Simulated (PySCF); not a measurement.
C2H5ClSi, SMILES Cl[SiH2]C=C (CAM-B3LYP/def2-SVP optimised geometry):

```
9

C      1.339    -1.121     0.000
C      0.005    -1.121     0.000
Si    -1.052     0.410     0.000
Cl     0.168     2.088     0.004
H      1.910    -0.187     0.000
H      1.917    -2.050     0.000
H     -0.517    -2.088     0.000
H     -1.917     0.465     1.206
H     -1.913     0.469    -1.209
```

Calculation: CAM-B3LYP/def2-TZVP (PySCF 2.14.0).

What are the frontier orbital energies and the dipole moment?

HOMO-2 -10.32 eV, HOMO-1 -10.27 eV, HOMO -9.53 eV, LUMO 0.46 eV, LUMO+1 1.23 eV; dipole moment 1.73 D.

On the same geometry PBE/def2-TZVP in PySCF gives HOMO-2 -7.57 eV, HOMO-1 -7.53 eV, HOMO -7.07 eV, LUMO -1.72 eV, LUMO+1 -0.71 eV; dipole moment 1.64 D.

Meta-Löwdin charges at CAM-B3LYP/def2-TZVP: C1 -0.20, C2 -0.37, Si3 0.72, Cl4 -0.32, H5 0.12, H6 0.12, H7 0.12, H8 -0.10, H9 -0.10.
